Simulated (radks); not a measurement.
The numbers below are computed, except where a source is named.
The germanium ion Ge4+, configuration [Ne] 3s2 3p5.75 3d10 4p0.25 (fractional occupations, a model configuration).

Code: a radial shooting solver on a logarithmic mesh with Libxc functionals. Model: scalar-relativistic Kohn-Sham, PBE, spin-polarised, spherical densities, finite nucleus; open shells are filled with parallel spins first; Fermi nuclear charge, rms radius 4.0742 fm.

Energy parts (eV):
part                       energy
total                  -56976.665
kinetic                 58011.056
electron-nucleus      -135855.203
Hartree                 22993.225
exchange-correlation    -2125.743

Orbitals (lengths in bohr, moments of r in powers of bohr; <r^-3> diverges for s and p1/2; r(max) is where P^2 peaks; r(90%) holds 90 % of the orbital's charge):
1s up: occ. 1; eigenvalue (eV) -11016.13; r(90%) 0.0840; r(max) 0.03073; <r^2> 0.002973
1s down: occ. 1; eigenvalue (eV) -11015.94; r(90%) 0.0840; r(max) 0.03073; <r^2> 0.002973
2s up: occ. 1; eigenvalue (eV) -1424.983; r(90%) 0.325; r(max) 0.1760; <r^2> 0.05202
2s down: occ. 1; eigenvalue (eV) -1424.861; r(90%) 0.325; r(max) 0.1760; <r^2> 0.05201
2p up: occ. 3; eigenvalue (eV) -1252.142; <r^-3> 995.2; r(90%) 0.300; r(max) 0.1412; <r^2> 0.04133
2p down: occ. 3; eigenvalue (eV) -1251.946; <r^-3> 995.1; r(90%) 0.300; r(max) 0.1412; <r^2> 0.04133
3s up: occ. 1; eigenvalue (eV) -221.1039; r(90%) 0.930; r(max) 0.5420; <r^2> 0.4464
3s down: occ. 1; eigenvalue (eV) -220.6532; r(90%) 0.930; r(max) 0.5421; <r^2> 0.4466
3p up: occ. 3; eigenvalue (eV) -168.1362; <r^-3> 135.6; r(90%) 0.987; r(max) 0.5425; <r^2> 0.4864
3p down: occ. 2.75; eigenvalue (eV) -167.6896; <r^-3> 135.5; r(90%) 0.988; r(max) 0.5426; <r^2> 0.4867
3d up: occ. 5; eigenvalue (eV) -81.2107; <r^-3> 14.70; r(90%) 1.19; r(max) 0.5013; <r^2> 0.6314
3d down: occ. 5; eigenvalue (eV) -80.8080; <r^-3> 14.71; r(90%) 1.19; r(max) 0.5013; <r^2> 0.6312
4p up: occ. 0.25; eigenvalue (eV) -42.1963; <r^-3> 14.98; r(90%) 2.92; r(max) 1.763; <r^2> 4.490
4p down: occ. 0; eigenvalue (eV) -41.5393; <r^-3> 15.34; r(90%) 2.88; r(max) 1.758; <r^2> 4.401

The highest occupied level is 4p up at -42.196 eV. Spin moment in Bohr magnetons: 0.5.
